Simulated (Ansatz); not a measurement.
Total energies of C$_{6}$H$_{19}$N$_{3}$OZr, SMILES `C[N](C)[Zr]([OH])([N](C)C)[N](C)C`.

Cartesian coordinates in Å:
```
C -2.650 1.494 0.082
N -1.700 0.564 0.641
C -1.967 0.267 2.023
Zr -0.303 -0.210 -0.634
O -1.100 -0.781 -2.325
N 1.119 1.239 -0.870
C 1.263 2.536 -0.267
C 2.129 0.974 -1.864
N 0.603 -1.763 0.339
C -0.098 -3.023 0.378
C 1.905 -1.838 0.947
H -2.624 2.466 0.598
H -2.437 1.687 -0.977
H -3.683 1.118 0.140
H -1.239 -0.451 2.407
H -1.911 1.171 2.650
H -2.972 -0.160 2.164
H -1.391 -0.949 -3.215
H 2.231 2.640 0.247
H 0.475 2.703 0.471
H 1.208 3.345 -1.013
H 1.987 -0.016 -2.317
H 3.142 0.986 -1.433
H 2.111 1.709 -2.683
H -1.076 -2.945 -0.113
H -0.279 -3.359 1.410
H 0.459 -3.822 -0.136
H 2.544 -2.590 0.457
H 1.842 -2.116 2.010
H 2.413 -0.874 0.884
```

Total charge 0; spin multiplicity 1. Correlated methods include outer-core shells of Zr, which these sets cover unevenly. Zr: def2 effective core potential. The structure was optimised at the PBE0-D4/def2-TZVP level. It is one conformer, not always the lowest. Basis def2-TZVPP, Ansatz.

RPA on PBE orbitals: Hartree–Fock energy of these orbitals -523.18839 Eh, correlation -3.71412 Eh (frozen core).

```
             functional  energy without D4 (Eh)  D4 term (kJ/mol)
            LDA (SPW92)              -522.69297                 –
                    PBE              -526.33908             -80.0
                 revPBE              -526.82463            -224.4
                   BLYP              -526.70258            -166.0
                 r2SCAN              -526.69167             -23.8
                 B97M-V              -526.91516                 –
                   PBE0              -526.36075             -69.7
                  B3LYP              -526.97921            -125.1
                r2SCANh              -526.65166             -25.2
                r2SCAN0              -526.59481             -27.5
HSE06 (plane-wave form)              -526.33262             -65.5
                  BHLYP              -526.55312             -98.2
              CAM-B3LYP              -526.66681             -71.5
                LC-ωPBE              -526.66617                 –
                ωB97X-V              -526.77303                 –
                ωB97M-V              -526.63031                 –
                 B2PLYP              -526.45340                 –
               PBE-QIDH              -526.24600                 –
```

B3LYP takes the VWN-RPA correlation (the form of Gaussian; ORCA's B3LYP/G). HSE06 is the plane-wave form, built on full-range PBE exchange. The double hybrids freeze the cores in their second-order part.

LC-ωPBE has ω = 0.4 bohr⁻¹.
